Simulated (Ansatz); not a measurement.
Ideal-gas functions of F2H3SbSi (`[F][Sb]([F])[SiH3]`) at 500 K and 1 bar, from an Ansatz frequency run at PBE0-D4/def2-TZVP.

Molar mass 190.87 g/mol, point group Cs (symmetry number 1), electronic degeneracy 1, moments of inertia 128.067, 240.864, 270.616 u Å². Harmonic wavenumbers (cm⁻¹, unscaled): 80, 113, 136, 203, 295, 455, 459, 611, 622, 837, 926, 931, 2215, 2231, 2252.

Use S(trans) = R[1.5 ln M + 2.5 ln T − 1.1517]; rotational temperatures θ = 24.2544 K / I; S(rot) = R[ln(√π/σ · √(T³/θAθBθC)) + 1.5]; for each mode x = 1.438777 ν̃/T, S = R[x/(eˣ − 1) − ln(1 − e⁻ˣ)] and H = RT x/(eˣ − 1); 1 cm⁻¹ = 0.0119627 kJ/mol; R = 8.31446 J/(mol·K).

**Question.** By hand: the entropy, in J/(mol·K).

**Answer.** Translation 185.1. Rotation: θ = 0.1894, 0.1007, 0.0896 K, giving 121.2. Vibration, mode by mode: 20.54, 17.69, 16.17, 12.90, 9.92, 6.64, 6.58, 4.62, 4.50, 2.76, 2.26, 2.23, 0.10, 0.10, 0.10, in all 107.1. Electronic 0.0. Sum 413.4 J/(mol·K).

**Question.** By hand: H − E and G − E in kJ/mol, counted from the electronic energy.

**Answer.** Zero-point energy ½ × 12366 × 0.0119627 = 74.0; thermal vibration 26.1; translation, rotation and pV give 4 RT = 16.6. H − E = 116.7 kJ/mol, and G − E = 116.7 − 500 × 413.4/1000 = -90.0 kJ/mol.

Vibration gives 26 % of the entropy, 54.4 J/(mol·K) of it from the modes under 150 cm⁻¹: soft modes count most, and the harmonic formula is weakest for them.
